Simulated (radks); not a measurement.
The bismuth anion Bi3-, [Rn], held by a Watson sphere: a shell of charge +3 at radius R that stands for the Madelung well of a crystal (potential energy -3/R inside, -3/r outside, in hartree with lengths in bohr). All-electron calculation, scalar-relativistic Kohn-Sham, r2SCAN, spin-polarised, spherical densities, finite nucleus; meta-GGA in the generalised Kohn-Sham scheme; Fermi nuclear charge, rms radius of each element as measured or else 0.836 A^(1/3) + 0.57 fm. Program: a radial shooting solver on a logarithmic mesh with Libxc functionals.

\begin{tabular}{lrrrrrr}
R (bohr) & e(5d) (eV) & e(6s) (eV) & e(6p) (eV) & <r> 6p (bohr) & sum of <r^2> (bohr^2) & X-ray form factor at sin(theta)/lambda = 0.1 1/angstrom \\ \hline
2.93 & -27.178 & -16.081 & -6.619 & 2.985 & 105.5 & 79.731 \\
3.14 & -26.704 & -15.478 & -6.289 & 3.070 & 109.3 & 79.598 \\
3.49 & -26.107 & -14.617 & -5.748 & 3.211 & 115.9 & 79.391 \\
4.72 & -24.964 & -12.695 & -4.143 & 3.688 & 140.6 & 78.820 \\
4.94 & -24.839 & -12.480 & -3.914 & 3.768 & 145.3 & 78.744 \\
5.09 & -24.763 & -12.349 & -3.767 & 3.823 & 148.5 & 78.697 \\
\end{tabular}
